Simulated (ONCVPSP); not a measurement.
## Transferability test, ONCV potential for I

* Element: iodine
* Generator: ONCVPSP 4.0.1
* Type: optimised norm-conserving Vanderbilt (ONCV)
* Functional: PBE
* Relativity: scalar-relativistic
* Frozen core: [Kr] 4d10
* Valence charge: 7
* Reference configuration: 5s2 5p5
* Partial waves: 5s: rc 1.80 bohr, ncon 5, nbas 10, qcut 3.3 1/bohr, 2 projectors, debl 3 Ha; 5p: rc 1.80 bohr, ncon 3, nbas 6, qcut 4.2 1/bohr, 2 projectors, debl 1.3 Ha
* Local potential: polynomial inside 1.50 bohr (lpopt 5, dvloc0 0 Ha)
* Core correction: Teter function, fcfact 3.5, rcfact 1.2

Energies are relative to the spin-unpolarised reference configuration 5s2 5p5; without spin polarisation the order of configurations can differ from experiment.

```
valence configuration  charge  ΔE all-electron (eV)  error AE − PS (meV)
              5s2 5p3      +2                30.978                  -22
              5s2 5p2      +3                60.307                  -60
```

Q: What are ΔE and the potential's error for 5s2 5p4.5?

A: ΔE = 4.532 eV all-electron; the error (AE − PS) is -1.6 meV.

Q: What are ΔE and the potential's error for 5s2 5p4?

A: ΔE = 11.131 eV all-electron; the error (AE − PS) is -5.2 meV.

Note: no bound ghost flagged; GHOST(+) flagged for s at 32.9 eV.
